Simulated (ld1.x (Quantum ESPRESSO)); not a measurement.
**holmium (Ho): one change to a TM potential, before and after**

* Element: holmium
* Generator: ld1.x (Quantum ESPRESSO) 7.5
* Type: norm-conserving Troullier–Martins (Kleinman–Bylander form)
* Functional: LDA (PZ)
* Relativity: fully relativistic
* Frozen core: [Xe] 4f10
* Valence charge: 3
* Reference configuration: 5d1 6s1.5 6p0 (charge +0.5)
* Partial waves: 6s (bound): rc 2.80 bohr; 6p (bound, empty): rc 3.75 bohr; 5d (bound): rc 1.95 bohr
* Local potential: all-electron potential smoothed inside 3.15 bohr (lloc = -1)
* Core correction: a·sin(br)/r model core, default radius (core density twice the valence density)

Open shells are filled in proportion to 2j + 1 (rel_dist='average').

All-electron outer shells of the reference configuration (LDA (PZ), scalar-relativistic, ld1.x):

```csv
shell,level (eV),outermost node (bohr),outermost maximum (bohr)
4f,-12.69,–,0.52
6s,-7.13,1.51,3.14
5d,-5.28,0.74,1.88
6p,-3.60,1.82,4.14
```

Change: local potential all-electron potential smoothed inside 1.84 bohr (lloc = -1).

Cutoffs: the cutoffs (Ry, on a coarse ladder) from which the occupation-weighted sum of valence levels, in a spherical-Bessel basis at the reference potential, stays within 10 and 1 mRy of its value at 400 Ry; they do not see the model core or the augmentation charge, which bear on the density cutoff. Errors are all-electron minus pseudo energies relative to the spin-unpolarised reference configuration.

How do hardness, ghosts and transferability respond?

The potential gets softer (18 Ry and 21 Ry → 15 Ry and 21 Ry); a bound ghost appears in p, s, which as a rule spoils a file; of the 7 tests that both files solve, the error grows in 4 and shrinks in 0 by more than 15 % and 0.3 meV (median size 26.4 → 28.2 meV); the range in which the d3/2 phases agree widens (upper end 0.6 → 3.6); the range in which the d5/2 phases agree widens (upper end 0.6 → 3.6). In the separable form a ghost depends on how the local part lies against the semilocal potential of the channel, so the choice of the local part can create or remove one. That the errors move this way runs against the usual rule that smaller radii transfer better.

| quantity | base | changed |
| --- | --- | --- |
| cutoff, loose | 18 Ry | 15 Ry |
| cutoff, tight | 21 Ry | 21 Ry |
| bound ghosts | none | s, p3/2, p1/2 |
| error for 5d1 6s2 6p0, meV [ΔE -2.89 eV] | 0.0 | -0.6 |
| error for 5d1 6s1 6p0, meV [ΔE 4.26 eV] | -0.8 | -1.6 |
| error for 5d1 6s0 6p0, meV [ΔE 17.14 eV] | -39 | -37 |
| error for 5d0 6s2 6p1, meV [ΔE -1.32 eV] | -64 | -87 |
| error for 5d1.5 6s1.5 6p0, meV [ΔE -1.79 eV] | -6.4 | -8.4 |
| error for 5d2 6s1 6p0, meV [ΔE -0.62 eV] | -26 | -28 |
| error for 5d2 6s0 6p0, meV [ΔE 5.97 eV] | -42 | -41 |
| s: phases at 4.06 bohr within 0.05 rad from the reference energy up to (Ry; the scan ends near 5) | 0.0 | 0.7 |
| p1/2: phases at 4.06 bohr within 0.05 rad from the reference energy up to (Ry; the scan ends near 5) | 0.6 | n/a |
| p3/2: phases at 4.06 bohr within 0.05 rad from the reference energy up to (Ry; the scan ends near 5) | 0.3 | n/a |
| d3/2: phases at 4.06 bohr within 0.05 rad from the reference energy up to (Ry; the scan ends near 5) | 0.6 | 3.6 |
| d5/2: phases at 4.06 bohr within 0.05 rad from the reference energy up to (Ry; the scan ends near 5) | 0.6 | 3.6 |

Changed file: These tests converged, but a pseudo level misses the all-electron one widely, so the file describes the atom poorly there or has found another state: 5d1 6s0 6p0: empty 6p by 2.1 eV (a node warning on the way). A true bound ghost makes a file unfit for plane-wave use even where its test errors are small: the radial tests pick states by their node count and pass the ghost by.
